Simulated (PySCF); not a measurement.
# Building multiplets from coupling constants

Molfile (atoms numbered from 1):
```
C7H6N2
     RDKit          3D

 15 16  0  0  0  0  0  0  0  0999 V2000
   -1.8877    0.5065    0.0394 C   0  0  0  0  0  0  0  0  0  0  0  0
   -1.7601   -0.9006    0.0105 C   0  0  0  0  0  0  0  0  0  0  0  0
   -0.5224   -1.5202   -0.0170 C   0  0  0  0  0  0  0  0  0  0  0  0
    0.6049   -0.6855   -0.0149 C   0  0  0  0  0  0  0  0  0  0  0  0
    1.9412   -0.9483   -0.0365 N   0  0  0  0  0  0  0  0  0  0  0  0
    2.6900    0.1599   -0.0237 N   0  0  0  0  0  0  0  0  0  0  0  0
    1.8552    1.1753    0.0061 C   0  0  0  0  0  0  0  0  0  0  0  0
    0.4985    0.7271    0.0140 C   0  0  0  0  0  0  0  0  0  0  0  0
   -0.7729    1.3263    0.0414 C   0  0  0  0  0  0  0  0  0  0  0  0
   -2.8863    0.9485    0.0606 H   0  0  0  0  0  0  0  0  0  0  0  0
   -2.6637   -1.5149    0.0100 H   0  0  0  0  0  0  0  0  0  0  0  0
   -0.4316   -2.6081   -0.0393 H   0  0  0  0  0  0  0  0  0  0  0  0
    2.3938   -1.8512   -0.0594 H   0  0  0  0  0  0  0  0  0  0  0  0
    2.2357    2.1960    0.0213 H   0  0  0  0  0  0  0  0  0  0  0  0
   -0.8766    2.4135    0.0638 H   0  0  0  0  0  0  0  0  0  0  0  0
  1  2  2  0
  2  3  1  0
  3  4  2  0
  4  5  1  0
  5  6  1  0
  6  7  2  0
  7  8  1  0
  8  9  2  0
  9  1  1  0
  8  4  1  0
  1 10  1  0
  2 11  1  0
  3 12  1  0
  5 13  1  0
  7 14  1  0
  9 15  1  0
M  END
```

- B3LYP/pcJ-1 coupling constants (without the spin–dipole term)
- shieldings: GIAO KT2/pcSseg-1
- geometry from PBE0-D3(BJ)/def2-SVP
- code: PySCF 2.14.0 with density-fitted response routines
- gas phase, one conformer, non-relativistic

Referencing at the same level of theory: ¹H (31.18 ppm) and ¹³C (183.22 ppm) vs TMS.

Spectrometer: 800 MHz for ¹H. First-order analysis; couplings under 1 Hz (under 4 Hz in carbon signals) are ignored, and nearly equal couplings are merged; the smaller ones broaden or split the lines further.

(1) What pattern does H15 show (¹H)?

(2) What pattern does H11 show (¹H)?

(3) What pattern does C7 show in the proton-coupled ¹³C spectrum?

(4) What pattern does H12 show (¹H)?

Answers

(1) A doublet of doublets at δ 7.59: 9.0 Hz to H10 (1 × ¹H, 3 bonds away), 1.0 Hz to H12 (1 × ¹H, 5 bonds away). Lines in Hz from the centre (relative intensity): +5.0 (1), +4.0 (1), -4.0 (1), -5.0 (1). The outer lines are 10.0 Hz apart, the sum of the couplings kept, or 0.013 ppm at this field.

(2) A doublet of doublets at δ 7.12: 9.3 Hz to H12 (1 × ¹H, 3 bonds away), 7.8 Hz to H10 (1 × ¹H, 3 bonds away). Lines in Hz from the centre (relative intensity): +8.6 (1), +0.8 (1), -0.8 (1), -8.6 (1). The outer lines are 17.1 Hz apart, the sum of the couplings kept, or 0.021 ppm at this field.

(3) A doublet at δ 125.6: 199.1 Hz to H14 (1 × ¹H, 1 bond away). Lines in Hz from the centre (relative intensity): +99.5 (1), -99.5 (1). The outer lines are 199.1 Hz apart, the sum of the couplings kept, or 0.990 ppm at this field.

(4) A doublet of triplets at δ 7.23: 9.3 Hz to H11 (1 × ¹H, 3 bonds away), 1.0 Hz to H14 and H15 (2 × ¹H, 5 bonds away). Lines in Hz from the centre (relative intensity): +5.7 (1), +4.7 (2), +3.6 (1), -3.6 (1), -4.7 (2), -5.7 (1). The outer lines are 11.3 Hz apart, the sum of the couplings kept, or 0.014 ppm at this field.

OH/NH shifts are gas-phase values; hydrogen bonding in solution moves them, usually downfield. Unscaled 3J(H,H) at this level run about 10 % above measured values.
